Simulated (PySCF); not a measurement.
Cartesian coordinates in Å; atom numbers follow the order of the lines, from 1:
```xyz
11

C    -1.743    0.201    0.175
C    -0.284    0.446    0.109
C     0.633   -0.491   -0.146
F     0.273   -1.772   -0.367
C     2.081   -0.284   -0.223
O     2.947   -1.055   -0.440
F     2.386    1.034    0.004
H    -1.978   -0.844   -0.011
H    -2.119    0.488    1.156
H    -2.252    0.824   -0.561
H     0.060    1.456    0.279
```

Geometry: GFN2-xTB; GIAO absolute shieldings from PySCF 2.14, gas phase, non-relativistic, averaged over equivalent atoms.

At HF/pcSseg-0 (71 basis functions, 2 s wall time on 1 thread of an Arm Neoverse V2, shared host):
```
    atoms  σ (ppm)
       C5     22.6
       C3     36.1
       C2     46.7
       C1    187.7
       F7    212.9
       F4    384.3
       O6   -189.1
      H11    26.61
H8/H9/H10    31.26
```

Task: Estimate the result of repeating the calculation with PBE0/pcSseg-1.

Result: 
```
    atoms  σ at PBE0/pcSseg-1  change
       C5                29.4    +6.8
       C3                32.5    -3.6
       C2                49.3    +2.6
       C1               172.5   -15.2
       F7               154.3   -58.6
       F4               307.7   -76.6
       O6              -100.1   +89.0
      H11               24.92   -1.69
H8/H9/H10               29.54   -1.72
```

The largest change is at O6 (carbonyl oxygen). Cost: 139 basis functions, 8.9 s wall time on 1 thread of an AMD EPYC 9R14, shared host. The order of the carbon signals is the same at both levels.
